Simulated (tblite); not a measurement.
Run record: tight-binding relaxation, `O(/C=C/Br)[SiH2]OCC`.

Computed with GFN2-xTB geometry optimisation, gas phase (tblite 0.8.0). Start geometry: from a force field or distance geometry. A driver script takes a list of jobs; this job's settings line and coordinates (Å) are shown.

Command:
```bash
OMP_NUM_THREADS=1 python probes_run.py task.json out
```

Input:
```
{"job": {"kind": "relax", "xc": "GFN2-xTB", "basis": "xTB"}, "charge": 0, "multiplicity": 1}
C     -2.632000     1.151800    -0.262900
C     -1.607900     0.241100     0.309400
O     -0.925900    -0.537900    -0.653500
Si     0.192100    -1.488600     0.236900
O      1.707400    -1.653000    -0.551600
C      2.627400    -0.647800    -0.767300
C      2.668700     0.445000    -0.030000
Br     4.035900     1.731600    -0.463600
H     -2.172900     1.775900    -1.052400
H     -2.958100     1.863600     0.560600
H     -3.548000     0.613600    -0.611700
H     -0.802500     0.814200     0.834900
H     -1.994900    -0.485700     1.074100
H     -0.356200    -2.822800     0.564700
H      0.431300    -0.846700     1.565800
H      3.344800    -0.773900    -1.554700
H      1.983700     0.631500     0.791400
```

Output:
```
step      E/eV     max force
  0    -738.50166    2.516
  1    -738.75367    1.681
  2    -738.90231    1.049
  3    -738.96412    0.786
  4    -739.03350    0.672
  5    -739.06657    0.631
  6    -739.13634    0.745
  7    -739.17656    0.479
  8    -739.20292    0.396
  9    -739.22858    0.407
... (161 lines left out)
171    -739.65201    0.039
172    -739.65217    0.025
173    -739.65232    0.033
174    -739.65244    0.016
175    -739.65251    0.021
176    -739.65257    0.021
177    -739.65262    0.018
178    -739.65265    0.010
179    -739.65268    0.011
180    -739.65270    0.009
```

«max force» is the largest atomic force in eV/Å.

From which step on does the largest force stay under 0.1 eV/Å, and how much energy is left to gain from there?

From step 164 (0.072 eV/Å), 2.5 meV above the end.

Summary of the converged run: energy lowered by 26.5 kcal/mol over 180 steps; largest atomic force 0.009 eV/Å at the end.

Hardware: one thread, Arm Neoverse N1 (aarch64), shared host with 64 logical CPUs at a one-minute load of 59. Cost: 2.5 s of wall time.
Labels such as C1 count atoms from 1, the log's own numbers from 0.
